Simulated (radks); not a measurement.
Results of a calculation; reference values are marked as such.
Mn II, 24 electrons, occupied as [Ar] 3d5 4s1. Code: a radial shooting solver on a logarithmic mesh with Libxc functionals. Model: scalar-relativistic Kohn-Sham, SCAN, spin-polarised, spherical densities, finite nucleus; open shells are filled with parallel spins first; meta-GGA in the generalised Kohn-Sham scheme; Fermi nuclear charge, rms radius 3.7057 fm.

Unscreened Slater integrals over Kohn-Sham orbitals (hartree). They are taken over the spin-up orbitals.

integral,value
"F0(4s,4s)",0.33498
"F0(4s,3d)",0.41727
"G2(4s,3d)",0.059027
"F0(4s,3p)",0.42962
"G1(4s,3p)",0.027540
"F0(4s,3s)",0.43182
"G0(4s,3s)",0.019441
"F0(3d,3d)",0.79959
"F2(3d,3d)",0.36356
"F4(3d,3d)",0.22499
"F0(3d,3p)",0.88693
"F2(3d,3p)",0.41392
"G1(3d,3p)",0.51383
"G3(3d,3p)",0.30953
"F0(3d,3s)",0.90898
"G2(3d,3s)",0.38848
"F0(3p,3p)",1.0018
"F2(3p,3p)",0.50175
"F0(3p,3s)",1.0295
"G1(3p,3s)",0.68319
"F0(3s,3s)",1.0600

Derived for the open shells (J is the average intra-shell exchange parameter used in DFT+U). 3d: Racah B = F2/49 - 5 F4/441 = 0.004869 hartree, C = 35 F4/441 = 0.01786 hartree, C/B = 3.67, F4/F2 = 0.619, J = (F2 + F4)/14 = 0.04204 hartree.
